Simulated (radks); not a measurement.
Spherical quantum dot in the effective-mass picture: electrons in a hard-walled sphere of radius 3.07, with a point charge +1 (a donor) at the centre, all in effective atomic units (hartree* = m*/eps^2 hartree, bohr* = eps/m* bohr), one dielectric constant everywhere. Method: non-relativistic Kohn-Sham, LDA (Slater exchange, Perdew-Wang correlation), spin-polarised, spherical densities; computed with a radial shooting solver with Libxc functionals. Levels are named by radial order and angular momentum (1s, 1p, 1d, 2s, ...), and open shells are averaged over m. Results are scaled to m* = 0.344 and eps = 16.4, for which hartree* = 34.8 meV and bohr* = 2.523 nm.

N = 29, configuration 1s2 1p6 1d10 2s(up 1, down 0) 1f(up 7, down 3). This is the lowest configuration that the search found. Occupied and some empty levels:

level    occupation  eigenvalue (meV)  <r> (nm)
1s up             1            421.03     5.004
1s down           1            423.32     5.054
1p up             3            431.88     5.387
1p down           3            433.90     5.389
1d up             5            448.82     5.588
1d down           5            450.83     5.586
2s up             1            469.14     3.062
1f up             7            471.69     5.741
1f down           3            473.72     5.740
2s down           0            475.02     3.129
1g up             0            500.09     5.867
1g down           0            502.13     5.867
2p up             0            513.60     3.916
2p down           0            516.65     3.958
2d up             0            554.74     4.364
2d down           0            556.90     4.382

Energy (meV): total 7146.80, kinetic 2066.3, external -508.70, Hartree 6164.2, exchange-correlation -575.01.

Electron density:

r (nm)  n(r) (e/nm^3)
0.609         0.02610
1.19          0.01644
1.76          0.01080
2.34         0.008168
2.92         0.008152
3.50          0.01067
4.08          0.01553
4.65          0.02180
5.23          0.02702
5.81          0.02743
6.39          0.02036
6.97         0.008613
7.55        0.0005969
